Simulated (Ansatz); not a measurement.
CH$_{6}$AlNS, SMILES `[CH3][Al]([NH2])[SH]`, relaxed with RKS PBE0-D4/def2-TZVP in Ansatz from a GFN2-xTB geometry. The force threshold is 0.005 eV/Å; the program also tests the step.

Total charge 0; spin multiplicity 1.

Start:

```xyz
10

C     0.246   -0.803   -1.580
Al   -0.058   -0.124    0.258
N     0.109    1.562    0.801
S    -0.686   -1.545    1.827
H    -0.563   -0.520   -2.260
H     0.313   -1.895   -1.599
H     1.170   -0.407   -2.011
H     0.375    2.309    0.174
H    -0.010    1.961    1.724
H    -0.896   -0.537    2.665
```

Problem. By how much does the energy fall, and how many steps does the optimiser take? (An estimate is asked.)

Solution. The calculation gave: 4.84 kJ/mol, in 43 steps, 6 of them rejected.

Problem. Which bonds change most? (Best estimate.)

Solution. Ansatz gave: C1–Al2 from 1.983 to 1.943 Å; S4–H10 from 1.328 to 1.344 Å; Al2–S4 from 2.208 to 2.196 Å; Al2–N3 from 1.779 to 1.767 Å.

Problem. Give the relaxed structure. (Estimate.)

Solution. The calculation gave: 
```xyz
10

C     0.230   -0.760   -1.546
Al   -0.111   -0.127    0.259
N     0.245    1.530    0.759
S    -0.977   -1.506    1.731
H    -0.707   -0.975   -2.068
H     0.809   -1.689   -1.536
H     0.782   -0.028   -2.140
H     0.643    2.227    0.151
H     0.087    1.920    1.674
H    -1.002   -0.592    2.716
```
